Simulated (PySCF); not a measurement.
# Bond lengths and vibrations by method: B2ClH2O anion

All numbers below are calculated, not measured. The program is PySCF 2.14.0, an open-source quantum chemistry code, run on an isolated molecule that a program drew, which may never have been made. The molecule is B2ClH2O anion (charge -1, singlet), drawn as the SMILES string `O=B[BH2-]Cl`.

The geometry was optimised and harmonic frequencies were computed with HF and MP2, all in the aug-cc-pV(D+d)Z basis, for the commonest isotopes, with a restricted reference for singlets and an unrestricted one otherwise, and a frozen core in MP2. Each result is a local minimum of its method.

Geometry at the HF minimum:
```xyz
6
B2ClH2O anion, angstrom
O    -2.3984    3.2450    1.7061
B    -1.4884    2.6039    1.2402
B    -0.2403    1.6286    0.5791
Cl    1.3503    2.7767    0.2944
H     0.0838    0.7515    1.3574
H    -0.5641    1.1866   -0.5072
```

Lengths of the bonds as drawn, in Å (atoms numbered as above):
```
  bond     HF    MP2
 O1-B2  1.207  1.241
 B2-B3  1.716  1.711
B3-Cl4  1.982  1.947
 B3-H5  1.217  1.223
 B3-H6  1.217  1.223
```

Rotational constants, in GHz:
```
constant,HF,MP2
A,20.02,20.32
B,2.445,2.441
C,2.219,2.219
```

Harmonic frequencies in cm^-1, each column in rising order, so a row needn't be the same motion in every method:
| rank | HF | MP2 |
|---|---|---|
| 1 | 144 | 133 |
| 2 | 334 | 302 |
| 3 | 427 | 426 |
| 4 | 563 | ? |
| 5 | 701 | 690 |
| 6 | 791 | 733 |
| 7 | 951 | 914 |
| 8 | 1099 | 1036 |
| 9 | 1250 | 1174 |
| 10 | 2001 | 1816 |
| 11 | 2501 | 2454 |
| 12 | 2521 | 2487 |

**Estimate the missing MP2 frequency from the HF column.**

A single factor s that minimises the squared misfit of MP2 against s times HF over the other rows is sum(HF x MP2) / sum(HF^2) = 0.9614, with an rms misfit of 44 cm^-1. For rank 4 it gives 0.9614 x 563 = 541 cm^-1. The calculation gives 578 cm^-1, 37 cm^-1 above the estimate. The drawn bonds are on average 0.3 % longer in MP2 than in HF.
